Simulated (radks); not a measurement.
Coulomb parameter of the 4f shell of the gadolinium ion Gd+ in the model configuration [Xe] 4f7 5d1 6s1, as a second difference U = [E(n + 1) + E(n - 1) - 2 E(n)] / (1)^2 with all orbitals relaxed. "Bare": the charge of the atom changes with n. "Screened": the 6s shell takes up the change at fixed total charge, which measures U(4f,4f) + U(6s,6s) - 2 U(4f,6s). Method: scalar-relativistic Kohn-Sham, PBE, spin-unpolarised, spherical densities, finite nucleus; Fermi nuclear charge, rms radius 5.1569 fm; computed with a radial shooting solver on a logarithmic mesh with Libxc functionals.

| case | configuration | E - E(n) (eV) |
|---|---|---|
| start | [Xe] 4f7 5d1 6s1 | 0.000 |
| bare +1 | [Xe] 4f8 5d1 6s1 | -8.106 |
| bare -1 | [Xe] 4f6 5d1 6s1 | 23.368 |
| screened +1 | [Xe] 4f8 5d1 | -2.566 |
| screened -1 | [Xe] 4f6 5d1 6s2 | 9.588 |

U(bare) = 15.262 eV, U(screened by 6s) = 7.021 eV, against the Slater integral F0(4f,4f) = 29.475 eV with frozen orbitals.
